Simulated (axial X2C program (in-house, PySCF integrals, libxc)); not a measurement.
## Working with the constants of GeH⁺

A bond curve at the PBE0 level, 2c, was computed with an in-house all-electron X2C program for linear molecules (integrals from PySCF) (basis Ge dyall-cv3z [9s9p7d4f1g], H dyall-v3z [6s2p1d] (cores contracted in-house)) for the state Ω = 0 (closed shell). Its fit gives Re = 1.5850 Å, ωe = 1995.3 cm⁻¹, ωexe = 26.6 cm⁻¹ and αe = 1.623e-01 cm⁻¹; the masses are 73.9212 and 1.0078 u. Two-component means X2C with spin–orbit coupling and atomic mean-field Coulomb and Gaunt terms.

Q: Find the reduced mass, Be and the force constant.

A: From the PBE0 values: μ = 0.9942 u. Be = 16.8576/(μ Re²) = 6.749 cm⁻¹. k = 5.8918×10⁻⁷ μ ωe² = 2.33 mdyn/Å.

Q: Give B0, the J = 1←0 line in GHz and the most populated J at 300 K (kT = 208.5 cm⁻¹).

A: B0 = Be − αe/2 = 6.668 cm⁻¹; 2B0 = 399.8 GHz; J(max) ≈ √(kT/2B0) − 1/2 = 3.5, so J = 3.

Q: Scale the constants to the deuteride (D 2.0141 u) within the Born–Oppenheimer picture.

A: ρ = √(μH/μD) = 0.7121; ωe = 1420.9, ωexe = 13.5, Be = 3.422 cm⁻¹; the zero-point energy falls by 284 cm⁻¹.

Q: Estimate the centrifugal constant by the Kratzer relation.

A: D = 4Be³/ωe² = 3.09e-04 cm⁻¹.

Q: A Morse curve ties αe to the other constants (Pekeris). How well does that hold?

A: αe(Morse) = 6Be²/ωe × (√(ωexe/Be) − 1) = 1.350e-01 cm⁻¹; the PBE0 curve gives 1.623e-01 cm⁻¹, a ratio of 0.83.

The state is one determinant whose occupation by symmetry is held fixed; it was picked as the lowest of a PBE0 search that is not exhaustive.
